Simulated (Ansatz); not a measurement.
One change: `CC(C)(C)[O][Ga]([F])[Cl]` becomes `CC(C)(C)[O][Zn][F]`.

Ansatz, PBE0-D4/def2-TZVP geometries, multiplicity 1. Each molecule was computed in one conformer, which needn't be the lowest.

Scalar relativity is left out up to krypton.

```tsv
property	`CC(C)(C)[O][Ga]([F])[Cl]`
LUMO energy (PBE0/def2-TZVPP) / eV	-1.35
LUMO energy (ωB97M-V/def2-TZVPP) / eV	0.55
HOMO energy (ωB97M-V/def2-TZVPP) / eV	-10.80
HOMO energy (PBE/def2-TZVPP) / eV	-6.93
HOMO–LUMO gap (PBE/def2-TZVPP) / eV	4.61
size of the dipole moment (ωB97M-V/def2-TZVPP) / D	2.14
```

**Question.** Give the same properties after the change, and the shifts. (Estimate.)

**Answer.** Computed: 
```tsv
property	`CC(C)(C)[O][Zn][F]`	shift
LUMO energy (PBE0/def2-TZVPP) / eV	-1.18	0.17
LUMO energy (ωB97M-V/def2-TZVPP) / eV	0.52	-0.03
HOMO energy (ωB97M-V/def2-TZVPP) / eV	-10.13	0.67
HOMO energy (PBE/def2-TZVPP) / eV	-6.24	0.69
HOMO–LUMO gap (PBE/def2-TZVPP) / eV	4.12	-0.49
size of the dipole moment (ωB97M-V/def2-TZVPP) / D	2.32	0.18
```

With PBE0 the HOMO rises by 0.69 eV and the LUMO rises by 0.17 eV, so the gap narrows by about 0.52 eV. PBE moves the HOMO by 0.69 eV and ωB97M-V by 0.67 eV. Dipoles are sizes alone; their direction can turn.
